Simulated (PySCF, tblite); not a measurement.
Isomers of C7H13ClOSi. Method: GFN2-xTB as coded in tblite; computed harmonic values from a numerical Hessian at the method's own geometry, unscaled. The method is semi-empirical: single wavenumbers can be off by several per cent or more. Modes of hydrogen on silicon can be 10 to 20 % off. One conformer each.

Electronic energies: PBE0/pcSseg-1 single points on the GFN2-xTB geometries (PySCF, gas phase).

```tsv
SMILES	electronic energy, lowest = 0 (kcal/mol)
C[C@H](Cl)/C(=C\O[SiH3])C1CC1	42.3
CC#CC[Si@H](CCl)OCC	34.5
CC/C(C)=C(\C=O)C[SiH2]Cl	0.0
CC(C)=C(C=O)C[SiH2]CCl	34.0
C=CC[C@@H]1C[C@@]1(Cl)CO[SiH3]	46.9
```

How do GFN2-xTB zero-point energies change the relative energies?

```json
{"SMILES": "CC/C(C)=C(\\C=O)C[SiH2]Cl", "ZPE (kcal/mol)": "113.1", "of it from modes above 1550 cm⁻¹": "58.3", "electronic (kcal/mol)": "0.0", "with ZPE, lowest = 0 (kcal/mol)": "0.0", "lowest mode (cm⁻¹)": "26", "rings": "0"}
{"SMILES": "CC(C)=C(C=O)C[SiH2]CCl", "ZPE (kcal/mol)": "111.8", "of it from modes above 1550 cm⁻¹": "58.2", "electronic (kcal/mol)": "34.0", "with ZPE, lowest = 0 (kcal/mol)": "32.7", "lowest mode (cm⁻¹)": "29", "rings": "0"}
{"SMILES": "CC#CC[Si@H](CCl)OCC", "ZPE (kcal/mol)": "112.5", "of it from modes above 1550 cm⁻¹": "58.0", "electronic (kcal/mol)": "34.5", "with ZPE, lowest = 0 (kcal/mol)": "33.9", "lowest mode (cm⁻¹)": "19i", "rings": "0"}
{"SMILES": "C[C@H](Cl)/C(=C\\O[SiH3])C1CC1", "ZPE (kcal/mol)": "111.7", "of it from modes above 1550 cm⁻¹": "55.9", "electronic (kcal/mol)": "42.3", "with ZPE, lowest = 0 (kcal/mol)": "40.9", "lowest mode (cm⁻¹)": "21", "rings": "1"}
{"SMILES": "C=CC[C@@H]1C[C@@]1(Cl)CO[SiH3]", "ZPE (kcal/mol)": "111.2", "of it from modes above 1550 cm⁻¹": "55.4", "electronic (kcal/mol)": "46.9", "with ZPE, lowest = 0 (kcal/mol)": "45.0", "lowest mode (cm⁻¹)": "22", "rings": "1"}
```

The zero-point energies span 1.9 kcal/mol, from `C=CC[C@@H]1C[C@@]1(Cl)CO[SiH3]` to `CC/C(C)=C(\C=O)C[SiH2]Cl`. Slightly imaginary modes are left out of the zero-point energy: `CC#CC[Si@H](CCl)OCC` 18.6i, 15.0i cm⁻¹. The order is unchanged.

And how do the electronic energies of GFN2-xTB itself compare?

`CC/C(C)=C(\C=O)C[SiH2]Cl` 0.4; `CC(C)=C(C=O)C[SiH2]CCl` 37.7; `CC#CC[Si@H](CCl)OCC` 28.8; `C[C@H](Cl)/C(=C\O[SiH3])C1CC1` 0.0; `C=CC[C@@H]1C[C@@]1(Cl)CO[SiH3]` 10.0 kcal/mol, lowest = 0. Against the energies above, taken from the same isomer `CC/C(C)=C(\C=O)C[SiH2]Cl`, the largest difference is 42.7 kcal/mol.
